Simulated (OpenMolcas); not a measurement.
Ta4+ (d1) in a complex was computed by SS-CASPT2, IPEA 0.25 Eh, imaginary shift 0.1 Eh with the d shell active (OpenMolcas, ANO-RCC-VDZP on the metal). Its lowest spin-free states, and all those of the highest spin:

| 2S+1 | Degeneracy | E (cm-1) |
| --- | --- | --- |
| 2 | 1 | 0 |
| 2 | 1 | 11230 |
| 2 | 2 | 18670 |
| 2 | 1 | 22050 |

Is the site octahedral, tetrahedral or cube-like, axial, or of lower symmetry?

The states with 2S+1 = 2 have orbital degeneracies 1, 1, 2, 1. There are pairs but no triples, so the site is axial: not cubic, but with a proper or improper axis of order three or more. The run had Ta4+ with 4 ligands (water) in tetrahedral coordination (D2d) at 2 Å. Ligand basis ANO-RCC-VDZP.

The least metal-like active orbital is 75 % on the metal (Löwdin) and no ligand orbital is active, so the numbers are rough. Ligand-to-metal charge-transfer states are missing. With one d shell and no ligand orbital active, 10Dq can be off by a tenth or more. The distance lies 5 % over the 1.91 Å that this model takes as the normal distance (a Shannon-type radius plus a fixed donor radius); by an R⁻⁵ law this alone changes a d-shell field by about -21 %. No measured value stands beside these numbers; the geometry was imposed, not optimised, and the real ion may take another.
